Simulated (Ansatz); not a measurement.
Mulliken charges of `N[Si](O)(Cl)Cl` from r2SCAN/def2-TZVPP in Ansatz (PBE0-D4/def2-TZVP geometry).

| atom | x (Å) | y (Å) | z (Å) | charge (e) |
| --- | --- | --- | --- | --- |
| N1 | -1.132 | 0.038 | 0.478 | -0.431 |
| Si2 | 0.386 | 0.208 | -0.250 | 0.756 |
| O3 | 1.126 | -1.228 | -0.420 | -0.384 |
| Cl4 | 0.371 | 0.973 | -2.140 | -0.236 |
| Cl5 | 1.434 | 1.492 | 0.946 | -0.247 |
| H6 | -1.837 | -0.534 | 0.039 | 0.165 |
| H7 | -1.537 | 0.816 | 0.973 | 0.167 |
| H8 | 1.189 | -1.765 | 0.373 | 0.211 |

Question: By hand: the dipole of these point charges (1 e Å = 4.8032 D).

Answer: Σ q r = (-0.403, -0.310, 0.285) e Å, of length 0.583 e Å = 2.80 D.

Question: How does the dipole of the full density compare? (An estimate is asked.)

Answer: Computed: (-0.438, -0.256, 0.338) e Å, 2.93 D; the point charges give 0.96 times that, at 8° from its direction.

Point charges leave out the atoms' own dipoles, such as those of lone pairs, and Mulliken's split depends on the basis, so the close match here is no proof of good charges.
